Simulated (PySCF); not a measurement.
[AlCl3(PMe3)], C3H9AlCl3P.
SMILES: `C[P+](C)(C)[Al-]([Cl])([Cl])[Cl]`

Level: CAM-B3LYP/def2-SVPD in PySCF, non-relativistic, on one gas-phase PBE0-D3(BJ)/def2-SVP geometry that isn't relaxed in the solvent. The solvent is an IEF-PCM continuum (van der Waals radii × 1.2), and excitations are vertical TDDFT with non-equilibrium linear response and a frozen core. Only the electrostatic response of the medium enters.

```
run  E − E(gas) (kcal/mol)  HOMO (eV)  HOMO–LUMO gap (eV)  dipole (D)  lowest singlet (eV)  static polarisability (au)
gas                   0.00      -9.44                9.90        7.48                 7.38                       124.5
  P                  -9.44      -9.26                9.76        9.22                 7.21                       161.7
  Q                  -8.27      -9.28                9.80        8.98                 7.24                       155.7
```

Task: The runs were made in chloroform and tetrahydrofuran. Which run belongs to which solvent?

Result: P = tetrahydrofuran, Q = chloroform. The dielectric constants are 4.711 (chloroform), 7.426 (tetrahydrofuran), and the energy falls further as ε rises. The optical constants n² used for the excitations are 2.09, 1.97 in the same order. In this model the ground state sees the solvent through ε alone.

Task: How constant is the ratio of the lowering to (ε − 1)/(2ε + 1)?

Result: 
| solvent | (ε − 1)/(2ε + 1) | E − E(gas) (kcal/mol) | ratio (kcal/mol) | polarisation term (kcal/mol) |
| --- | --- | --- | --- | --- |
| chloroform | 0.356 | -8.27 | -23.2 | -9.36 |
| tetrahydrofuran | 0.405 | -9.44 | -23.3 | -10.90 |

The ratio changes by +0.3 % in size from chloroform to tetrahydrofuran. The polarisation term is half the interaction of the solute with the induced surface charges.

Shape of the structure used: `[CH3:1][P+:2]([CH3:3])([CH3:4])[Al-:5]([Cl:6])([Cl:7])[Cl:8]`: C1–P2–Al5–Cl6 -61°.
